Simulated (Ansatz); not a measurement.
Born–Oppenheimer molecular dynamics of C$_{2}$H$_{7}$AlBFO (13 atoms, charge 0, multiplicity 1). It starts from a relaxed structure.

All numbers below come from RKS r2SCANh/STO-3G (Ansatz).

```json
{"ensemble": "NVE (velocity Verlet)", "time step": "2.5 fs", "steps asked": "40", "starting velocities drawn for": "300 K", "seed": "505738"}
```

First frame:

```xyz
13
Properties=species:S:1:pos:R:3
C 0.092 -1.549 1.104
O -0.514 -1.651 -0.215
B -0.253 -0.621 -1.106
F -0.845 -0.797 -2.281
C 0.593 0.665 -0.800
Al -0.463 2.009 0.054
H -0.324 -2.362 1.724
H -0.128 -0.584 1.599
H 1.191 -1.670 1.062
H 1.445 0.418 -0.160
H 0.986 1.065 -1.741
H -1.182 3.029 -0.774
H -0.576 2.013 1.549
```

Q: How far do the bonds stretch over the last three quarters of this one trajectory? (Pairs bonded in most of those frames.)

A: 
```
   bond  mean (Å)  spread (Å)  shortest  longest
  C1–O2     1.456       0.017      1.43     1.49
  C1–H7     1.107       0.039      1.03     1.17
  C1–H8     1.112       0.044      1.03     1.17
  C1–H9     1.109       0.028      1.06     1.15
  O2–B3     1.387       0.012      1.36     1.41
  B3–F4     1.329       0.013      1.31     1.36
  B3–C5     1.570       0.010      1.56     1.59
 C5–Al6     1.913       0.010      1.89     1.93
 C5–H10     1.098       0.033      1.02     1.16
 C5–H11     1.105       0.056      1.00     1.18
Al6–H12     1.500       0.037      1.44     1.55
Al6–H13     1.501       0.011      1.48     1.52
```

Mean temperature of the second half: 158 K. The conserved energy wandered by up to 25.3 meV per atom (net 20.2 meV per atom), which is poor conservation. Over the second half the temperature averaged 0.53 of the 300 K drawn at the start: a run that starts near a minimum puts about half its kinetic energy into the potential. A step of 2.5 fs is long for free X–H stretches (periods near 10 fs) and can bias their spread and the temperature. A run of 0.1 ps of so small a system gives no equilibrium averages. Limits of this set-up: minimal basis.

Time of the run: 2.3 min on 1 thread of Arm Neoverse V2 (shared host), peak memory 0.1 GiB.
